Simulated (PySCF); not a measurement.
Working with the constants of HgS

PBE0 constants of HgS, ³Π (triplet), unpaired electrons σ ↑, π ↑ (Hg cc-pVDZ-PP with ECP60, S cc-pV(D+d)Z; scalar-relativistic core potentials (PySCF 2.14); masses 201.9706 and 31.9721 u):

| Item | Value |
| --- | --- |
| ωe | 188.9 cm⁻¹ |
| ωexe | 2.69 cm⁻¹ |
| Be | 0.095137 cm⁻¹ |
| αe | 0.00120 cm⁻¹ |
| D (centrifugal) | 9.66e-08 cm⁻¹ |
| De to Hg + S | 0.413 eV |

**Question.** Give the vibrational terms G(v) and spacings up to v = 3.

**Answer.** G(v) = ωe(v+½) − ωexe(v+½)².

```json
{"v": "0", "G(v) (cm⁻¹)": "94", "G(v) − G(v−1)": "", "Bv (cm⁻¹)": "0.09454"}
{"v": "1", "G(v) (cm⁻¹)": "277", "G(v) − G(v−1)": "184", "Bv (cm⁻¹)": "0.09334"}
{"v": "2", "G(v) (cm⁻¹)": "455", "G(v) − G(v−1)": "178", "Bv (cm⁻¹)": "0.09214"}
{"v": "3", "G(v) (cm⁻¹)": "628", "G(v) − G(v−1)": "173", "Bv (cm⁻¹)": "0.09094"}
```

**Question.** How well does the Morse estimate ωe²/(4ωexe) reproduce De, and what is D0?

**Answer.** It gives 0.411 eV, 100 % of the computed De. D0 = De − G(0) = 0.413 − 0.012 = 0.401 eV.

Spin–orbit coupling is left out, which matters for elements this heavy, above all for dissociation energies. The state was picked by a PBE0 search and need not be the measured ground state.
